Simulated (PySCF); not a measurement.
Ga(Me)2(NH2) (C₂H₈GaN), SMILES [Ga]([NH2])([CH3])[CH3].

Coordinates come from a TPSSh-D3(BJ)/def2-SVP optimisation. The isomer is the one that the SMILES or the coordinates give; other isomers of the formula were not compared. Other conformers were not sampled.

Two levels are set side by side: TDDFT-PBE/def2-SVPD (PySCF) and TDDFT-PBE0/def2-SVPD (PySCF). Vertical, same geometry. The lowest singlet is HOMO→LUMO 99 % with PBE and HOMO→LUMO 97 % with the other functional; states are paired by order. Differences are taken from unrounded values.

```csv
quantity,TDDFT-PBE
lowest singlet excitation (eV),5.09
lowest triplet excitation (TDA) (eV),4.65
first bright state (f over 0.05) (eV),5.83
its oscillator strength,0.10
```

Q: These are the TDDFT-PBE values. What does TDDFT-PBE0 give? (Estimate from the structure and the level; the computed values follow.)

A: 
```
quantity                               TDDFT-PBE0  TDDFT-PBE minus TDDFT-PBE0
-------------------------------------  ----------  --------------------------
lowest singlet excitation (eV)               5.80                       -0.70
lowest triplet excitation (TDA) (eV)         5.12                       -0.48
first bright state (f over 0.05) (eV)        5.80                        0.03
its oscillator strength                      0.05                        0.04
```

Functionals without exact exchange tend to place singlet excitations lower, as here. Differences between two approximate levels are no errors against the true value.

Rough cost on one machine, each run with all the roots and properties that it gave: TDDFT-PBE0 against TDDFT-PBE about 4 times.
